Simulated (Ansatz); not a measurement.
`[Br][InH]` radical, relaxed with UKS PBE-D4/def2-SVP in Ansatz from a rough embedded geometry. The force threshold is 0.03 eV/Å; the program also tests the step.

The species carries charge 0 and has multiplicity 2. In: def2 effective core potential.

Start:

```xyz
3

Br    1.062    0.885   -1.669
In   -0.371   -0.384    0.024
H    -0.690   -0.500    1.645
```

```
step  energy (eV)  largest force (eV/Å)  largest move (Å)
   1  -75217.5860                 1.808             0.000
   2  -75217.8575                 0.221             0.195
   3  -75217.8917                 0.213             0.158
   4  -75217.8962                 0.022             0.024
```

End:

```xyz
3

Br    1.066    0.914   -1.482
In   -0.539   -0.584   -0.159
H    -0.527   -0.330    1.641
```

Hardware: 2 threads of a server CPU on a shared host. Wall time 4.1 s, peak host memory 0.15 GiB.
